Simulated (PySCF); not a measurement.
Compound: C5H8Ge.
Cartesian coordinates in Å at the PBE0-D3(BJ)/def2-SVP level; atoms count from 1:
```
atom  x, y, z in Å
C1     2.7830   -0.7687   -0.6233
C2     1.5852   -0.6149   -0.5165
C3     0.1551   -0.3952   -0.3473
C4    -0.3284    1.0705   -0.5636
Ge5   -1.7053    0.7610    0.8212
C6    -0.4074   -0.7091    1.0719
H7     3.8421   -0.9128   -0.7270
H8    -0.3755   -1.0375   -1.0720
H9    -0.5970    1.3303   -1.5961
H10    0.4203    1.7909   -0.2011
H11   -1.8656    1.8005    1.9442
H12   -3.0874    0.3359    0.2930
H13   -0.7338   -1.7455    1.2304
H14    0.3212   -0.4443    1.8528
```

Level of theory: PySCF 2.14.0, PBE0-D3(BJ)/def2-SVP geometry optimisation, gas phase.

Masses are those of the commonest isotopes; rigid-rotor values at the optimised geometry. The values belong to one conformer with, in the numbering `[CH:1]#[C:2][CH:3]1[CH2:4][GeH2:5][CH2:6]1`, C2–C3–C4–Ge5 -147°, C3–C4–Ge5–C6 16°, C4–Ge5–C6–C3 -16°, C2–C3–C6–Ge5 147°.

**Question.** Give the principal moments of inertia and the rotational constants in GHz.

**Answer.** Ia = 62.51, Ib = 424.30, Ic = 458.87 u·Å²; 505379 MHz·u·Å²/I gives 8085, 1191 and 1101 MHz, that is A = 8.0852, B = 1.1911, C = 1.1014 GHz.

**Question.** Classify the top.

**Answer.** A near-prolate asymmetric top; Ray's κ = -0.974.

**Question.** Is it planar, by Δ = Ic − Ia − Ib?

**Answer.** Not planar: Δ = Ic − Ia − Ib = -27.94 u·Å². For a rigid frame Δ = −2 Σ m c², so Σ m c² = 13.97 u·Å² lies off the ab plane: 9.20 from hydrogen and 4.77 from heavier atoms. The atom farthest from that plane is 1.62 Å away.

**Question.** Which types of transition are allowed, and where do some lines up to J = 3 fall?

**Answer.** The dipole components are |μa| = 0.51 D, |μb| = 0.00 D, |μc| = 0.03 D; the mirror of this Cs structure is the ac plane, so μb vanishes by symmetry and there are no b-type lines. Intensities carry the squares of the components, which stand as 1.00 : 0.00 (a : c). Some lines, for components of 0.1 D or more:

```csv
type,branch,"J(Ka,Kc)",MHz,lower level (cm⁻¹)
a,Q,"3(1,2) ← 3(1,3)",538,0.681
a,R,"1(0,1) ← 0(0,0)",2292,0.000
a,R,"2(1,2) ← 1(1,1)",4495,0.306
a,R,"2(0,2) ← 1(0,1)",4584,0.076
a,R,"2(1,1) ← 1(1,0)",4675,0.309
a,R,"3(1,3) ← 2(1,2)",6742,0.456
a,R,"3(0,3) ← 2(0,2)",6874,0.229
a,R,"3(2,2) ← 2(2,1)",6877,1.155
a,R,"3(2,1) ← 2(2,0)",6881,1.155
a,R,"3(1,2) ← 2(1,1)",7011,0.465
```

**Question.** Estimate the classical rotational partition function at 10 K, 50 K and 100 K.

**Answer.** Point group Cs, symmetry number σ = 1; q = (√π/σ)·√((kT/h)³/(ABC)), k/h = 20836.6 MHz/K: 1640 at 10 K, 18300 at 50 K, 51800 at 100 K.

No frequency check. No vibrational averaging or centrifugal distortion is included, and the geometry carries the error of its method.
